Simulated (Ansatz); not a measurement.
Molecule: CAu (charge 0, doublet). The spin state was set by rule; other spins were not relaxed. SMILES: [C][Au]
Geometry: optimised at B3LYP-D3(BJ)/def2-TZVP (Ansatz, a first-principles code).

Quantity: atomisation energy (electronic, to ground-state atoms), in kJ/mol. Cores are frozen in the correlated levels unless marked. Open shells are spin-unrestricted. Spin-orbit coupling is left out. Frozen are the shells of the preceding noble gas and the d and f shells that filled before the atom's block. In def2 rows, elements after Kr have scalar-relativistic effective core potentials. The coupled-cluster limit lacks core correlation, which all-electron functionals hold. CBS marks a two-point X^-3 extrapolation of the correlation energy; Hartree-Fock from the larger set.

```tsv
level	program	atomisation energy (kJ/mol)
HF/def2-QZVPP	Ansatz	39.5
```

What does CCSD(T)/CBS(def2-TZVPPD,def2-QZVPPD) (Ansatz) give?

263.4 kJ/mol, so HF/def2-QZVPP differs from it by -223.9 kJ/mol.
